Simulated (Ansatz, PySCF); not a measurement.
Noncovalent pair: HCl (SMILES Cl) (first 2 atoms) with AsH3 (SMILES [AsH3]); geometry from B3LYP-D3(BJ)/def2-TZVP.
(charge 0, multiplicity 1):
```xyz
6

Cl     0.45832    -1.35212     0.35969
H     -0.71681    -0.95719     0.68776
As     0.15060     0.83473     3.52482
H     -0.73361    -0.40736     3.47267
H     -0.46807     1.39964     2.24989
H     -0.85594     1.57593     4.40157
```

Basis-set superposition error: the interaction energy with monomers in their own basis, and in the dimer's basis (counterpoise).

Programs: Ansatz (a quantum-chemistry and plane-wave program) with Gaussian orbitals; PySCF for 6-31G* rows, M06-2X. Each number belongs to the level named beside it.

| level | uncorrected (kJ/mol) | counterpoise (kJ/mol) | difference |
|---|---|---|---|
| B97M-V/def2-TZVPPD | -4.1 | -3.8 | 0.3 |
| B3LYP/6-31G* | 1.4 | 3.1 | 1.7 |
| BHLYP/def2-TZVPPD | 0.4 | 0.7 | 0.3 |
| M06-2X/def2-TZVPPD | -4.1 | -3.7 | 0.3 |
| CAM-B3LYP/def2-TZVPPD | -0.2 | 0.1 | 0.3 |
| wB97X-V/def2-TZVPPD | -3.7 | -3.4 | 0.3 |
| MP2/6-31G* | -0.3 | 2.5 | 2.8 |
| SCS-MP2/def2-SVPD | -4.5 | -1.0 | 3.5 |
| SCS-MP2/def2-TZVPPD | -2.9 | -1.7 | 1.2 |
| CCSD/def2-SVPD | -4.5 | -1.0 | 3.4 |

The error is largest for SCS-MP2/def2-SVPD (3.5 kJ/mol) and smallest for BHLYP/def2-TZVPPD (0.3 kJ/mol).
